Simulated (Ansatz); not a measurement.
GeH6OSSi can be A, `[SiH3][O][GeH2][SH]`, or B, `O[SiH2][GeH2][SH]`.

Calculated with Ansatz (gas phase, PBE0-D4/def2-TZVP geometries, no zero-point term in ΔE). CCSD(T)/CBS is the MP2 limit (def2-TZVPP, def2-QZVPP) plus CCSD(T) − MP2 in def2-TZVPP, frozen cores. Functionals use def2-TZVPP. B3LYP here is the variant with VWN-RPA as its local correlation; programs differ in this. For Ge outer-core shells are correlated without core-valence functions, which leaves a few kJ/mol of doubt a bond. Scalar relativity is left out up to krypton. One conformer a species, not always the lowest.

A:

```xyz
10

Si   -0.765    0.279    1.520
O    -0.880    0.446   -0.108
Ge    0.306    0.320   -1.417
S     1.928   -1.077   -0.849
H    -0.602   -1.148    1.904
H     0.388    1.049    2.061
H    -2.024    0.802    2.107
H    -0.480   -0.187   -2.630
H     0.970    1.688   -1.615
H     1.159   -2.171   -0.973
```

B:

```xyz
10

O    -0.1233    1.2551    1.6993
Si    0.7708    0.1443    0.8731
Ge   -0.7189   -0.9445   -0.6302
S    -1.3469    0.4743   -2.2366
H     0.3389    1.8904    2.2479
H     1.4094   -0.8429    1.7912
H     1.8623    0.7918    0.0885
H    -2.0394   -1.3650    0.0323
H    -0.0613   -2.1870   -1.2649
H    -0.0917    0.7835   -2.6007
```

Q: Which isomer does CCSD(T)/CBS put lower? Give the gap. (An estimate is asked.)

A: The calculation gave: A, by 9.3 kcal/mol.

Q: Give E(B) − E(A) in kcal/mol with B3LYP, MP2/def2-TZVPP, PBE-D4, B3LYP-D4, HF/def2-TZVPP, B2PLYP, ωB97M-V. (An estimate is asked.)

A: The calculation gave: B3LYP 8.8, MP2/def2-TZVPP 11.4, PBE-D4 5.3, B3LYP-D4 9.2, HF/def2-TZVPP 14.4, B2PLYP 10.3, ωB97M-V 9.6. None reverses the order clearly.

Largest T1 diagnostic: 0.012.

In def2-TZVPP, CCSD(T) changes the Hartree–Fock value by −3.9 kcal/mol (the triples alone add −0.2 kcal/mol) and MP2 by −3.0 kcal/mol. From PBE to PBE0 (25 % exact exchange), in def2-TZVPP and without D4, E(B) − E(A) moves by +1.1 kcal/mol.
